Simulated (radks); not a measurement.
Results of a calculation; reference values are marked as such.
Spherical quantum dot in the effective-mass picture: electrons in a parabolic well V = omega^2 r^2 / 2 with omega = 1.15, all in effective atomic units (hartree* = m*/eps^2 hartree, bohr* = eps/m* bohr), one dielectric constant everywhere. Level of theory: non-relativistic Kohn-Sham, LDA (Slater exchange, Perdew-Wang correlation), spin-polarised, spherical densities (a radial shooting solver with Libxc functionals). Levels are named by radial order and angular momentum (1s, 1p, 1d, 2s, ...), and open shells are averaged over m. Each electron was tried in the lowest free levels, single moves between levels near the top were tried too, and the lowest total energy was kept; such a search can miss a lower state. At N = 1 the Hartree and exchange-correlation terms need not cancel, so that row can carry a self-interaction error.

N	open shells	2S	E (hartree*)	mu = E(N) - E(N-1) (hartree*)	addition energy mu(N+1) - mu(N) (hartree*)	e(HOMO) (hartree*)	rms radius (bohr*)
1	1s(up 1, down 0)	1	1.76100	1.7610	0.7685	2.0607	1.151
2	none	0	4.29051	2.5295	1.551	2.8233	1.217
3	1p(up 1, down 0)	1	8.37091	4.0804	0.5047	4.3307	1.369
4	1p(up 2, down 0)	2	12.9560	4.5851	0.5084	4.8398	1.457
5	1p(up 3, down 0)	3	18.0495	5.0935	0.6338	5.3463	1.522
6	1p(up 3, down 1)	2	23.7769	5.7274	0.4652	5.9588	1.578
7	1p(up 3, down 2)	1	29.9694	6.1925	0.4673	6.4265	1.626
8	none	0	36.6292	6.6598	1.258	6.8925	1.669
9	1d(up 1, down 0)	1	44.5469	7.9177	0.4104	8.1231	1.731
10	1d(up 2, down 0)	2	52.8749	8.3281	0.4083	8.5327	1.784
11	1d(up 3, down 0)	3	61.6113	8.7364	0.4052	8.9396	1.830
12	1d(up 4, down 0)	4	70.7529	9.1416	0.4015	9.3430	1.872
13	1d(up 5, down 0)	5	80.2961	9.5431	0.5014	9.7426	1.911
14	1d(up 5, down 1)	4	90.3406	10.045	0.3813	10.235	1.947
15	1d(up 5, down 2)	3	100.766	10.426	0.3798	10.616	1.981
16	1d(up 5, down 3)	2	111.572	10.806	0.3774	10.995	2.013
17	1d(up 5, down 4)	1	122.755	11.183	0.3746	11.371	2.043
18	none	0	134.313	11.558	0.4826	11.744	2.072
19	2s(up 1, down 0)	1	146.353	12.040	0.4202	12.230	2.101
20	none	0	158.813	12.460	0.8739	12.649	2.128
21	1f(up 1, down 0)	1	172.148	13.334	0.3398	13.505	2.160
22	1f(up 2, down 0)	2	185.822	13.674	0.3379	13.844	2.191
23	1f(up 3, down 0)	3	199.834	14.012	0.3359	14.180	2.220
24	1f(up 4, down 0)	4	214.182	14.348	0.3339	14.515	2.248
25	1f(up 5, down 0)	5	228.864	14.682	0.3317	14.848	2.274
26	1f(up 6, down 0)	6	243.878	15.014	0.3296	15.179	2.300
27	1f(up 7, down 0)	7	259.221	15.343	-	15.507	2.324

All shells are closed at N = 2, 8, 18, 20 (there: 1s2 1p6 1d10 2s2); the second difference of the energy has clear peaks (12 % above both neighbours; the first and last values, which can be the largest, are not judged, and half-filled shells can peak too) at N = 2, 5, 8, 13, 18, 20.
